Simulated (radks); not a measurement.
All-electron atom: Ba XXXII in [Ar] 3d7. Method: non-relativistic Kohn-Sham, LB94 model potential, spin-polarised, spherical densities, point nucleus; open shells are filled with parallel spins first (spin-orbit coupling, left out, can overturn this in heavy ions); relativity is left out, which matters for an element this heavy; computed with a radial shooting solver on a logarithmic mesh with Libxc functionals.

Unscreened Slater integrals over Kohn-Sham orbitals (cm^-1). They are taken over the spin-up orbitals.

| integral | value |
|---|---|
| F0(3d,3d) | 794360 |
| F2(3d,3d) | 406020 |
| F4(3d,3d) | 261470 |
| F0(3d,3p) | 733830 |
| F2(3d,3p) | 352890 |
| G1(3d,3p) | 380940 |
| G3(3d,3p) | 252720 |
| F0(3d,3s) | 714830 |
| G2(3d,3s) | 275930 |
| F0(3p,3p) | 697450 |
| F2(3p,3p) | 352790 |
| F0(3p,3s) | 681450 |
| G1(3p,3s) | 441360 |
| F0(3s,3s) | 668350 |

Derived for the open shells (J is the average intra-shell exchange parameter used in DFT+U). 3d: Racah B = F2/49 - 5 F4/441 = 5322 cm^-1, C = 35 F4/441 = 20750 cm^-1, C/B = 3.90, F4/F2 = 0.644, J = (F2 + F4)/14 = 47680 cm^-1.
